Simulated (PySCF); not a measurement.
**Electronic absorption of C3H8O2Si**

Compound: C₃H₈O₂Si.
SMILES: `C=C(C)[SiH](O)O`

Method used: PySCF 2.14.0, density-fitted response routines, TDDFT CAM-B3LYP/def2-SVPD, vertical, gas phase, core orbitals frozen in the response. Geometry: GFN2-xTB, one conformer, isolated molecule. Torsions of this conformer, `[CH2:1]=[C:2]([CH3:3])[SiH:4]([OH:5])[OH:6]`: C1–C2–Si4–O5 -10°, H–O5–Si4–C2 55°, H–O6–Si4–C2 153°.

```tsv
state	E (eV)	λ (nm)	ν̃ (cm⁻¹)	f	main configurations (H = HOMO, L = LUMO)
S1	6.61	187.7	53290	0.0093	H-1→L (54%), H-1→L+1 (29%)
S2	6.99	177.4	56390	0.114	H→L (77%)
S3	7.12	174.1	57440	0.247	H→L+1 (84%)
S4	7.43	166.8	59950	0.0001	H-1→L+1 (56%), H-1→L (23%)
S5	7.72	160.7	62230	0.0028	H→L+3 (52%), H→L+2 (40%)
S6	7.84	158.1	63230	0.013	H-1→L+2 (53%), H-2→L (15%), H-1→L (12%)
S7	8.13	152.6	65540	0.028	H→L+2 (40%), H→L+3 (36%), H→L (9%)
S8	8.39	147.8	67650	0.013	H-1→L+3 (32%), H→L+4 (12%), H-3→L (12%)
```

Triplets, Tamm–Dancoff:

| state | E (eV) | λ (nm) | main configurations (H = HOMO, L = LUMO) |
| --- | --- | --- | --- |
| T1 | 4.29 | 288.8 | H→L (38%), H→L+1 (37%), H→L+2 (16%) |
| T2 | 6.09 | 203.6 | H-1→L (45%), H-1→L+1 (33%), H-1→L+2 (10%) |
| T3 | 6.91 | 179.5 | H→L+1 (54%), H→L (31%) |

The lowest singlet comes at 188 nm (637 kJ/mol) in the vacuum ultraviolet; it is weak; its leading configuration is HOMO-1→LUMO (54%). The strongest level in the table is S3 at 7.12 eV (174 nm, f = 0.247). Löwdin shares by element: HOMO carbon 82% (atoms not listed hold the other 18%); LUMO carbon 26% or more, silicon 24%, oxygen 12% or more (atoms not listed hold the other 38%). Orbital energies (eV): HOMO-3 -11.12, HOMO-2 -10.99, HOMO-1 -9.51, HOMO -8.94, LUMO 0.71, LUMO+1 1.05, LUMO+2 1.49. Of the 8 states listed, 5 reach f = 0.01 and 1 stays under 0.0005. The oscillator strengths of these states sum to 0.427; summed over the whole spectrum of an exact calculation they would give the number of electrons, 56 (Thomas–Reiche–Kuhn). The window holds the lowest 8 singlets.

Time: 35 s wall (with the writing of density and orbital grids); peak memory 0.87 GiB. Hardware: one thread, Arm Neoverse V2 (aarch64), shared host with 32 logical CPUs at a one-minute load of 26.
